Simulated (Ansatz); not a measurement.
The cluster Rb4H4, relaxed as a singlet with RKS PBE0-D4/def2-SVP in Ansatz, starting from the GFN2-xTB geometry. Force threshold 0.02 eV/Å.

In the def2 sets Rb takes a core potential; there is no spin–orbit coupling. Another isomer (singlet) lies 0.28 eV lower at PBE0-D4/def2-TZVP; other spin states weren't run for this one.

Start:

Cartesian coordinates in Å:
```
Rb 1.7025 -1.4386 -0.8210
Rb -1.7111 -3.3098 -0.3720
Rb -1.7782 3.1612 -0.8692
Rb 0.7209 1.5316 1.6584
H 0.5194 -3.5739 -0.3302
H 2.3135 0.0934 0.8031
H -1.6995 -0.0622 -0.6006
H -0.0677 3.5983 0.5316
```

| step | energy (eV) | largest force component (eV/Å) | SCF passes |
| --- | --- | --- | --- |
| 1 | -2684.8995 | 1.163 | 14 |
| 2 | -2685.4803 | 0.250 | 16 |
| 3 | -2685.6065 | 0.113 | 17 |
| 4 | -2685.6745 | 0.141 | 17 |
| 5 | -2685.7565 | 0.146 | 17 |
| 6 | -2685.7992 | 0.091 | 17 |
| 7 | -2685.8096 | 0.038 | 16 |
| 8 | -2685.8121 | 0.026 | 16 |
| 9 | -2685.8129 | 0.031 | 16 |
| 10 | -2685.8135 | 0.003 | 12 |

Force components are those of the run's own axes.

End:

```
atom   x (Å)   y (Å)   z (Å)
 Rb1   1.899  -1.623  -0.858
 Rb2  -2.029  -2.583  -0.141
 Rb3  -1.829   2.415  -1.218
 Rb4   0.871   1.767   1.844
  H5   0.154  -3.681  -0.863
  H6   2.700   0.117   0.942
  H7  -1.082  -0.057  -0.406
  H8  -0.683   3.645   0.699
```

Bonds formed: Rb2–H7, Rb3–H7 (atoms count from 1).

No frequencies were taken in this run, so the end may be a saddle point.

Run time 18 s (4 threads of Arm Neoverse V1 on a shared host).
